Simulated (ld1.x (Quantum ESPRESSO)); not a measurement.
## u(r) = r·R(r): atom against pseudo-atom (Eu (Z = 63))

Columns: radius, all-electron u(r) and pseudo u(r) of the 5p shell (level -26.64 eV) of europium in the configuration [Kr] 4d10 4f6 5s2 5p6 5d1 6s2 6p0; PBEsol, scalar-relativistic, PAW scheme, ld1.x (Quantum ESPRESSO) 7.5.

```json
{"r (bohr)": "0.163", "all-electron": "-0.3028", "pseudo": "-0.0319"}
{"r (bohr)": "0.325", "all-electron": "0.1756", "pseudo": "-0.1218"}
{"r (bohr)": "0.488", "all-electron": "0.4699", "pseudo": "-0.2573"}
{"r (bohr)": "0.650", "all-electron": "0.1800", "pseudo": "-0.4166"}
{"r (bohr)": "0.813", "all-electron": "-0.2612", "pseudo": "-0.5786"}
{"r (bohr)": "0.975", "all-electron": "-0.6120", "pseudo": "-0.7196"}
{"r (bohr)": "1.138", "all-electron": "-0.8233", "pseudo": "-0.8237"}
{"r (bohr)": "1.300", "all-electron": "-0.9111", "pseudo": "-0.8795"}
{"r (bohr)": "1.463", "all-electron": "-0.9126", "pseudo": "-0.8858"}
{"r (bohr)": "1.625", "all-electron": "-0.8605", "pseudo": "-0.8479"}
{"r (bohr)": "1.788", "all-electron": "-0.7794", "pseudo": "-0.7772"}
{"r (bohr)": "1.950", "all-electron": "-0.6872", "pseudo": "-0.6885"}
{"r (bohr)": "2.113", "all-electron": "-0.5935", "pseudo": "-0.5944"}
{"r (bohr)": "2.275", "all-electron": "-0.5056", "pseudo": "-0.5057"}
{"r (bohr)": "2.438", "all-electron": "-0.4257", "pseudo": "-0.4257"}
{"r (bohr)": "2.600", "all-electron": "-0.3558", "pseudo": "-0.3558"}
{"r (bohr)": "2.763", "all-electron": "-0.2953", "pseudo": "-0.2953"}
{"r (bohr)": "2.925", "all-electron": "-0.2441", "pseudo": "-0.2441"}
{"r (bohr)": "3.088", "all-electron": "-0.2008", "pseudo": "-0.2008"}
{"r (bohr)": "3.250", "all-electron": "-0.1649", "pseudo": "-0.1649"}
{"r (bohr)": "3.413", "all-electron": "-0.1348", "pseudo": "-0.1348"}
{"r (bohr)": "3.575", "all-electron": "-0.1102", "pseudo": "-0.1102"}
{"r (bohr)": "3.738", "all-electron": "-0.0897", "pseudo": "-0.0897"}
{"r (bohr)": "3.900", "all-electron": "-0.0730", "pseudo": "-0.0730"}
{"r (bohr)": "4.063", "all-electron": "-0.0593", "pseudo": "-0.0593"}
{"r (bohr)": "4.225", "all-electron": "-0.0481", "pseudo": "-0.0481"}
```

(1) How many radial nodes do the two functions have?

(2) At about which radius was the pseudo-wave matched?

(3) Is the pseudo-wave norm-conserving?

Results:

(1) The all-electron 5p function has n − l − 1 = 3 (the table is too coarse to show those close to the nucleus); the pseudo-wave has 0, since the states of the same l below it are removed with the core.

(2) 2.35 bohr, where the columns begin to agree (steps of 0.16 bohr).

(3) No, it belongs to a PAW set: the norm inside the radius is not constrained, and the difference is carried by the augmentation charge.
